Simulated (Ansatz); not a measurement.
Ansatz (a program for electronic structure) input (CCSD(T)/def2-SVP):

Ansatz 0.2 input:
```yaml
crystal:
  periodic: [false, false, false]
  atoms:
    - {symbol: Zr, position_ang: [-0.18613341, -0.18445184, -0.05817147]}
    - {symbol: O, position_ang: [-1.41743657, -1.40463115, -0.44298531]}
    - {symbol: Cl, position_ang: [-0.67951830, 2.11520443, -0.85612537]}
    - {symbol: Cl, position_ang: [1.78450824, -1.02019720, 1.20146309]}
basis:
  gaussian:
    orbitals: def2-SVP
total_charge: -1
magnetization: {spin_polarized: true, initial_magnetization: 1}
correlation: {method: ccsd_t, electrons: outside_noble_gas}
```

Output:

```
Functional definition: HF
integrals: 0.11 GiB planned
772 factors; integrals over basis functions are off by at most 8.5e-4 eV
mean field: 0.39 GiB planned
mean field evaluation 1: about -28301.7642 eV, gradient 3.2e1 eV
mean field evaluation 2: about -28301.8825 eV, gradient 3.2e1 eV
mean field evaluation 4: about -28307.5691 eV, gradient 2.8e0 eV
mean field evaluation 8: about -28307.8809 eV, gradient 4.7e-1 eV
mean field evaluation 16: about -28307.8932 eV, gradient 3.8e-5 eV
mean field evaluation 32: about -28302.3967 eV, gradient 1.9e1 eV
mean field evaluation 64: about -28306.8983 eV, gradient 4.0e-3 eV
mean field evaluation 96: about -28304.0852 eV, gradient 8.9e-2 eV
mean field evaluation 128: about -28305.6005 eV, gradient 6.0e-1 eV
mean field evaluation 160: about -28305.6718 eV, gradient 1.1e-1 eV
mean field evaluation 192: about -28301.0736 eV, gradient 1.8e1 eV
mean field evaluation 224: about -28304.3330 eV, gradient 3.0e-1 eV
mean field evaluation 256: about -28301.2550 eV, gradient 1.4e0 eV
mean field evaluation 288: about -28306.8975 eV, gradient 1.1e-1 eV
mean field evaluation 320: about -28304.3325 eV, gradient 1.9e-1 eV
mean field evaluation 352: about -28303.4723 eV, gradient 4.3e-1 eV
mean field evaluation 384: about -28305.6734 eV, gradient 7.0e-2 eV
mean field evaluation 416: about -28304.0790 eV, gradient 5.7e-3 eV
mean field evaluation 448: about -28307.6438 eV, gradient 2.2e0 eV
mean field evaluation 480: about -28304.1181 eV, gradient 2.6e0 eV
mean field -28307.89321376 eV, -1040.2958878267 hartree, gradient 2.5e-6 eV, S^2 0.762123; 6 other end points of the search recorded, 0 dependent functions left out
determinant -28307.89321376 eV, -1040.2958878267 hartree, with singles and doubles -28323.34494189 eV, -1040.8637283616 hartree
determinant -28306.89832386 eV, -1040.2593262970 hartree, with singles and doubles -28322.13333010 eV, -1040.8192024498 hartree
determinant -28305.67375985 eV, -1040.2143243998 hartree, with singles and doubles -28321.09727695 eV, -1040.7811281986 hartree
15 core orbitals not correlated
reference -28307.89321376 eV, -1040.2958878267 hartree; 13, 12 occupied and 53, 54 virtual orbitals, 772 factors
second order -15.17827759 eV of doubles, -0.00000000 eV of singles
coupled cluster: 0.35 GiB planned
cycle   1  -15.45473243 eV  change   -3.0e-3 eV  update   2.7e-3
cycle   2  -15.45259707 eV  change    2.1e-3 eV  update   1.8e-3
cycle   3  -15.45275799 eV  change   -1.6e-4 eV  update   1.2e-3
cycle   4  -15.45327468 eV  change   -5.2e-4 eV  update   3.0e-4
cycle   5  -15.45431086 eV  change   -1.0e-3 eV  update   1.3e-4
cycle   6  -15.45420201 eV  change    1.1e-4 eV  update   4.5e-5
cycle   7  -15.45419858 eV  change    3.4e-6 eV  update   2.0e-5
perturbative correction -0.55524664 eV, -0.0204049378 hartree
Total energy: -28323.90265899 eV, -1040.8842240871 hartree
```

The spin state was set by rule; other spins were not relaxed.
